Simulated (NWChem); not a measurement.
Isomers of C₂H₆BFO, each optimised at B3LYP/6-31G* with NWChem, gas phase unless a solvent is named. Flexible species stand in one conformer each, which need not be the lowest. Pople sets run with spherical d functions. Shieldings are non-relativistic GIAO values without spin-orbit effects.

A: CCB(O)F
B: CB(O)CF
C: B(F)(C)CO

Q: Rank them by 11B shift against boron trifluoride, B3LYP/6-31G* (ppm), lowest first.

A: A (19.7), B (36.7), C (47.5)
